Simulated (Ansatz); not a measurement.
`B[SiH](F)BO` + H₂O → `B[SiH](O)F` + `BO`  (formal hydrolysis of the Si–B bond)

Computed with Ansatz on PBE0-D4/def2-TZVP structures; ΔE is electronic, products minus reactants. CCSD(T)/CBS adds triple-zeta CCSD(T) − MP2 to the extrapolated MP2 energy (def2 sets, frozen cores). This one scheme is used for every species. DFT in def2-TZVPP. B3LYP here is the variant with VWN-RPA as its local correlation; programs differ in this. HSE06 is defined as in plane-wave codes. Each species was taken in one conformer, which may not be the lowest.

```tsv
level	ΔE (kJ/mol)	difference from CCSD(T)/CBS
PBE-D4	-105.7	24.4
r2SCAN-D4	-123.5	6.6
B3LYP-D4	-129.4	0.7
r2SCANh-D4	-125.6	4.5
r2SCAN0-D4	-128.7	1.4
BHLYP-D4	-141.2	-11.1
B2PLYP	-138.1	-8.0
PBE-QIDH	-130.8	-0.7
PBE	-108.1	22.0
BLYP	-126.8	3.3
r2SCAN	-124.3	5.8
HSE06	-117.3	12.8
RPA@PBE/def2-TZVPP	-133.4	-3.3
HF/def2-QZVPP	-160.4	-30.3
SCS-MP2/def2-QZVPP	-143.4	-13.3
CCSD/CBS(def2)	-133.7	-3.6
CCSD(T)/CBS	-130.1	0
```

What do rigid-rotor, harmonic-oscillator terms from PBE0-D4/def2-TZVP frequencies (298.15 K, 1 bar) make of the CCSD(T)/CBS value? (Estimate.)

The calculation gave: ΔZPE = +1.5 kJ/mol, ΔH = -131.9 kJ/mol, ΔS = 4 J/(mol·K), ΔG = -133.0 kJ/mol. Modes under 50 cm⁻¹ make the entropy rough.

Largest T1 diagnostic among the species: 0.015.

From r2SCAN to r2SCAN0 (25 % exact exchange), in def2-TZVPP and without D4, ΔE moves by −5.4 kJ/mol. Leaving LDA and LC-ωPBE aside and taking each functional with its dispersion term where it has one, the values, not all of them listed here, spread over 35.7 kJ/mol, from BHLYP-D4 to revPBE-D4.

CCSD(T)/CBS has its own doubt, a few kJ/mol and more with outer-core shells, so smaller differences from it don't rank the levels.
